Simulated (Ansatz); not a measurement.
Relaxation of a periodic cell of 28 atoms, H₃CSNO (contents 4 NH3 + 4 OCS, density as packed 1.05 g/cm³ with natural masses), to a largest force component of 0.3 eV/Å in at most 15 steps.

All numbers below come from DFT PBE-D3(BJ), scalar-relativistic, plane waves, PAW in Ansatz 0.2.0. Settings: accuracy low, cutoff 420 eV, k mesh 1x1x1, fermi-dirac smearing 0.05 eV, no spin polarisation.

```xyz
28
Lattice="7.8730 0.0000 0.0000 0.0000 7.8730 0.0000 0.0000 0.0000 7.8730" Properties=species:S:1:pos:R:3
N 7.572 6.757 7.185
H 6.972 7.039 6.414
H 8.526 6.934 6.884
H 7.480 5.747 7.264
N 6.055 3.210 5.084
H 5.317 3.031 5.760
H 6.925 2.924 5.527
H 6.108 4.220 4.979
N 7.465 3.294 2.224
H 7.274 2.314 2.417
H 7.832 3.333 1.277
H 8.230 3.562 2.838
N 3.138 0.363 6.126
H 4.060 0.084 5.802
H 2.695 0.845 5.347
H 3.288 1.064 6.848
O 3.518 5.342 4.187
C 3.523 4.584 3.284
S 3.529 3.577 2.086
O 2.041 6.148 0.665
C 3.217 6.176 0.589
S 4.779 6.214 0.487
O 6.745 6.386 2.680
C 7.417 5.952 3.546
S 8.310 5.376 4.695
O 8.204 1.326 6.837
C 7.169 1.637 7.307
S 5.794 2.049 7.932
```

Question: Where does it end, and by what steps?

Answer: It did not converge within its limit. Limits of this set-up: coarse k mesh, low accuracy level. After 14 steps the energy has fallen by 1.718 eV; S19 moved furthest, 1.82 Å.

| step | energy less start (eV) | largest force component (eV/Å) | accepted |
| --- | --- | --- | --- |
| 0 | 0.0000 | 0.994 | yes |
| 1 | -0.4832 | 0.770 | yes |
| 2 | -0.7622 | 1.486 | yes |
| 3 | -0.9563 | 0.918 | yes |
| 4 | -1.1215 | 0.629 | yes |
| 5 | -1.2438 | 0.543 | yes |
| 6 | -1.3421 | 0.475 | yes |
| 7 | -1.4082 | 0.426 | yes |
| 8 | -1.4619 | 0.482 | yes |
| 9 | -1.5136 | 0.440 | yes |
| 10 | -1.5715 | 0.423 | yes |
| 11 | -1.6128 | 0.640 | yes |
| 12 | -1.6469 | 0.691 | yes |
| 13 | -1.6817 | 0.514 | yes |
| 14 | -1.7184 | 0.453 | yes |

```xyz
28
Lattice="7.8730 0.0000 0.0000 0.0000 7.8730 0.0000 0.0000 0.0000 7.8730" Properties=species:S:1:pos:R:3
N 7.643 5.961 7.259
H 7.458 5.482 6.374
H 8.533 6.468 7.106
H 7.815 5.207 7.955
N 6.498 3.668 4.584
H 5.849 3.471 5.351
H 7.425 3.397 4.926
H 6.518 4.688 4.493
N 7.900 3.791 1.709
H 7.213 3.512 2.425
H 8.514 2.977 1.565
H 8.490 4.495 2.161
N 2.554 -0.176 6.318
H 3.367 -0.499 5.778
H 2.135 0.601 5.778
H 2.950 0.268 7.161
O 3.633 4.768 4.099
C 3.412 3.682 3.728
S 3.093 2.228 3.232
O 2.347 6.056 1.470
C 3.394 5.893 0.964
S 4.813 5.714 0.333
O 6.203 7.952 2.471
C 7.095 7.536 3.099
S 8.291 7.003 3.968
O 7.912 1.621 6.932
C 6.801 1.747 7.280
S 5.327 1.980 7.751
```

Time of the run: 60 s on 1 thread of Arm Neoverse V1, on a shared host, peak memory 0.47 GiB.
